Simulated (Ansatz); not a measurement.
Species: sum formula H$_{3}$SiO$_{4}$, charge 0, multiplicity 2. It need not be the lowest isomer of its formula. 
Coordinates optimised at B3LYP-D3(BJ)/def2-TZVP (Ansatz, a program for electronic structure):
```xyz
8

Si    -0.0018     0.0143    -0.0279
O      0.9145    -0.1529    -1.3971
O     -1.5663    -0.1017    -0.4568
O      0.5755    -1.1955     0.9111
O      0.1575     1.4180     0.7826
H     -2.1885     0.5029    -0.0436
H      0.5494    -2.0921     0.5645
H      1.0146     1.6462     1.1508
```
Charge 0, spin multiplicity 2.

Property: atomisation energy (electronic, to ground-state atoms), in eV. Correlated levels leave the core frozen unless marked. UHF or UKS for open shells. No spin-orbit coupling. No relativistic terms. The coupled-cluster limit lacks core correlation, which all-electron functionals hold. CBS(X,Y): correlation extrapolated as X^-3; Hartree-Fock from the larger set.

```csv
level,program,atomisation energy (eV),minus last row
HF/cc-pV(D+d)Z,Ansatz,21.38,-12.26
PBE-D4/def2-TZVPD,Ansatz + dftd4,33.94,0.30
BLYP-D3(BJ)/def2-TZVPD,Ansatz + dftd3,33.37,-0.27
r2SCAN/def2-TZVPD,Ansatz,33.48,-0.16
B3LYP-D3(BJ)/def2-TZVPD,Ansatz + dftd3,33.08,-0.56
B3LYP/def2-TZVPD,Ansatz,32.83,-0.81
BHLYP-D3(BJ)/def2-TZVPD,Ansatz + dftd3,31.64,-2.00
HSE06-D4/def2-TZVPD,Ansatz + dftd4,32.86,-0.78
CAM-B3LYP-D4/def2-TZVPD,Ansatz + dftd4,33.45,-0.19
CAM-B3LYP/def2-TZVPD,Ansatz,33.32,-0.32
B2GP-PLYP-D4/def2-TZVPD,Ansatz + dftd4,32.84,-0.80
"MP2/CBS(cc-pV(T+d)Z,cc-pV(Q+d)Z)",Ansatz,34.79,1.15
"RI-MP2/CBS(cc-pV(T+d)Z,cc-pV(Q+d)Z)",Ansatz,34.78,1.14
SCS-MP2/6-31G*,Ansatz,29.80,-3.84
SCS-MP2/cc-pV(T+d)Z,Ansatz,33.06,-0.58
CCSD/cc-pV(D+d)Z,Ansatz,29.05,-4.59
CCSD/cc-pV(T+d)Z,Ansatz,31.79,-1.85
CCSD(T)/6-31G*,Ansatz,29.22,-4.42
CCSD(T)/cc-pV(T+d)Z,Ansatz,32.37,-1.27
CCSD(T)/cc-pwCVTZ,Ansatz,32.49,-1.15
"CCSD(T)/CBS(cc-pV(T+d)Z,cc-pV(Q+d)Z)",Ansatz,33.64,0.00
```
